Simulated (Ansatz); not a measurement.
Ansatz (a program for electronic structure) input (PBE/6-31G* with LANL2DZ past Ar): The .json file joins the Basis Set Exchange's 6-31G* for atoms up to Ar and LANL2DZ past it.

Ansatz 0.2 input:
```yaml
crystal:
  periodic: [false, false, false]
  atoms:
    - {symbol: Sr, position_ang: [-0.00000000, -0.00000000, -0.80322820]}
    - {symbol: Cl, position_ang: [0.00000000, 0.00000000, 1.79545126]}
basis:
  gaussian:
    orbitals: 6-31Gs+LANL2DZ.json
hamiltonian:
  xc: {name: PBE}
magnetization: {spin_polarized: true, initial_magnetization: 1}
relax: {f_tol: 0.003, max_steps: 120}
```

Task: Predict the final energy.

Result: -490.45962 Eh.
